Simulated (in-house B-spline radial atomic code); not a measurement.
RPA and G0W0 for La3+, [Kr] 4d10 5s2 5p6, as one setting changes: the share of exact exchange in the PBE hybrid start. A dash marks a level of low quasi-particle weight. Computed with an all-electron radial atomic-structure program (B-spline basis): all electrons, scalar-relativistic (spin-free one-electron X2C), finite nucleus, each spin shell either full or empty, empty states to l = 9 with an (l + 1/2)⁻⁴ tail; G0W0 by contour deformation at full frequency.

Spin-orbit coupling, left out, splits p levels strongly here.

```csv
share of exact exchange in the PBE hybrid start,mean-field level (eV),G0W0 level (eV),RPA correlation (Eh)
0,-44.74,5p -50.89,-4.3866
0.1,-45.45,5p -50.97,-4.3468
0.2,?,?,?
0.3,-46.85,5p -51.08,-4.2715
0.4,-47.56,5p -51.12,-4.2357
0.5,-48.26,5p -51.16,-4.2011
0.6,-48.96,5p -51.19,-4.1676
0.7,-49.67,5p -51.22,-4.135
0.8,-50.37,5p -51.24,-4.1033
0.9,?,?,?
1,-51.78,5p -51.28,-4.0425
```

(1) What belongs in the row for 0.9?

(2) What belongs in the row for 0.2?

(3) At what share of exact exchange does G0W0 leave the highest level unchanged?

## Answers

(1) mean-field level (eV): -51.08; G0W0 level (eV): 5p -51.26; RPA correlation (Eh): -4.0725.

(2) mean-field level (eV): -46.15; G0W0 level (eV): 5p -51.03; RPA correlation (Eh): -4.3085.

(3) Near 0.93, where the shift changes sign (-0.184 eV at 0.9, +0.501 eV at 1).
